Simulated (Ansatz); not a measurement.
**CCuP: where a starting geometry ends**

The starting geometry of this gas-phase singlet was optimised with GFN2-xTB.

```xyz
3

C    -3.2006   -1.5493    2.6718
Cu   -0.9928    0.3868    0.3253
P    -2.2799   -0.7355    1.6867
```

Problem. Where would you expect an optimisation with PBE0-D3(BJ)/def2-SVP to take it?

Solution. It rearranges to `P#[C][Cu]`. Contacts that open: Cu2–P3 (2.18 → 3.39 Å). Contacts that close: C1–Cu2 (3.76 → 1.83 Å).

The energy falls by 2.03 eV over 28 steps:

| step | E − E(last) (eV) |
| --- | --- |
| 1 | 2.028 |
| 4 | 2.009 |
| 7 | 2.009 |
| 10 | 2.000 |
| 13 | 1.917 |
| 16 | 1.461 |
| 19 | 0.726 |
| 22 | 0.501 |
| 25 | 0.184 |
| 28 | 0.000 |

Final geometry (Å):

```csv
atom,x (Å),y (Å),z (Å)
C,-2.2448,-0.6345,1.5771
Cu,-0.4484,-0.5974,1.2517
P,-3.7800,-0.6661,1.8551
```

No frequencies were run, so the end isn't proven a minimum. Run with Ansatz 0.2.0, 51 s on 1 thread of AMD EPYC 7R43 64-Core Processor (Zen 3) (shared host).
